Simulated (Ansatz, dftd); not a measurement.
System: C₃H₆O, charge 0, singlet. C3H6O (SMILES O1C[C@@H]1C).
B3LYP-D3(BJ)/def2-TZVP minimum from Ansatz (an electronic-structure program):
```xyz
10

C     -1.5095     0.1353    -0.0295
C     -0.1424    -0.4792    -0.1055
C      1.0242     0.2621    -0.5856
O      0.8383     0.0192     0.8123
H     -2.0569    -0.2511     0.8326
H     -2.0846    -0.1000    -0.9282
H     -1.4388     1.2192     0.0666
H     -0.1200    -1.5621    -0.2107
H      0.9041     1.2970    -0.8935
H      1.8563    -0.2662    -1.0411
```

Property: atomisation energy (electronic, to ground-state atoms), in kcal/mol. Radicals and triplets start from unrestricted determinants; spin-orbit coupling is neglected. CBS(X,Y): correlation extrapolated as X^-3, Hartree-Fock from the larger set. A bracket is a step between two methods taken in the basis named. The functionals are non-relativistic, so their misses hold any scalar relativity. Double hybrids freeze cores in their MP2 part. 'core' is core correlation in cc-pwCVTZ, 'X2C' scalar relativity in cc-pVTZ-DK, both at CCSD(T). Where a partner has so few electrons that a lower coupled-cluster level is exact, that level stands in.

Compared with CCSD(T)/CBS(cc-pVTZ,cc-pVQZ) + [CCSDT(Q) - CCSD(T)]/cc-pVDZ + core + X2C (Ansatz): 951.5 kcal/mol.

### Question
Rank these levels by how close they come to it, closest first: r2SCAN-D3(BJ)/def2-TZVPD (Ansatz + dftd3); B2PLYP/def2-TZVPD (Ansatz); B2GP-PLYP/def2-TZVPD (Ansatz); B3LYP-D3(BJ)/def2-TZVPD (Ansatz + dftd3).

### Answer
r2SCAN-D3(BJ)/def2-TZVPD (952.7 kcal/mol, difference 1.2), B3LYP-D3(BJ)/def2-TZVPD (948.9 kcal/mol, difference -2.6), B2PLYP/def2-TZVPD (937.8 kcal/mol, difference -13.7), B2GP-PLYP/def2-TZVPD (935.3 kcal/mol, difference -16.2)
